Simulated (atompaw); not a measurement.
# Logarithmic derivatives: Be (Z = 4), PAW (atompaw)

```json
{
 "Element": "beryllium (Be)",
 "Generator": "atompaw 4.2.0.5",
 "Type": "PAW",
 "Functional": "PBE",
 "Relativity": "scalar-relativistic",
 "Frozen core": "[He]",
 "Valence charge": "2",
 "Reference configuration": "2s1.75 2p0 (charge +0.25)",
 "Partial waves": "2s (bound): rc 3.00 bohr; 2s channel at -0.25 Ry: rc 1.30 bohr; 2p (bound, empty): rc 3.00 bohr; 2p channel at 0.95 Ry: rc 3.00 bohr",
 "Local potential": "troulliermartins scheme with l = 2 at -0.5 Ry, radius 2.15 bohr",
 "Core correction": "smooth core density matched at 2.95 bohr",
 "Augmentation charge": "besselshape compensation charge, radius 2.95 bohr; PAW radius 3.00 bohr; waves and projectors: custom rrkj gramschmidtortho"
}
```

The phase is arctan(r·u′/u) with u = r·R(r), unwrapped; energies in Ry, scanned from -3 to 5 Ry. A pole is an energy at which the radial function vanishes at the test radius. The pseudo phase is shifted by a multiple of π to meet the all-electron one at the reference energy, and phase errors are pseudo minus all-electron; the curves can meet again beyond the range given. Levels narrower than the energy grid can be missing from the lists of poles.

```csv
channel,radius (bohr),reference energy (Ry),"poles, all-electron","poles, pseudo",unbroken range about the reference energy with phases within 0.05 rad,phase error 1 Ry above the reference energy (rad)
s,3.01,-0.55,"0.05, 4.43","0.05, 0.92",below 0.7,-0.006
p,3.01,-0.28,"0.31, 3.86","0.29, 1.98",below 1.3,-0.003
```

Phases in the p channel:

```
E (Ry)  all-electron  pseudo
 -3.00         1.364   1.347
 -2.76         1.354   1.336
 -2.52         1.342   1.323
 -2.28         1.327   1.308
 -2.04         1.309   1.289
 -1.80         1.286   1.266
 -1.56         1.256   1.235
 -1.32         1.213   1.192
 -1.08         1.147   1.125
 -0.84         1.030   1.008
 -0.60         0.754   0.734
 -0.36        -0.124  -0.127
 -0.12        -1.121  -1.126
  0.12        -1.449  -1.459
  0.36        -1.596  -1.604
  0.60        -1.692  -1.698
  0.84        -1.780  -1.781
  1.08        -1.884  -1.887
  1.32        -2.041  -2.111
  1.56        -2.355  -3.368
  1.80        -3.079  -4.538
  2.04        -3.896  -4.750
  2.28        -4.265  -4.849
  2.52        -4.433  -4.920
  2.76        -4.527  -4.986
  3.00        -4.589  -5.054
  3.24        -4.633  -5.134
  3.48        -4.668  -5.233
  3.72        -4.697  -5.362
  3.96        -4.723  -5.541
  4.20        -4.748  -5.787
  4.44        -4.772  -6.106
  4.68        -4.798  -6.457
  4.92        -4.826  -6.768
```
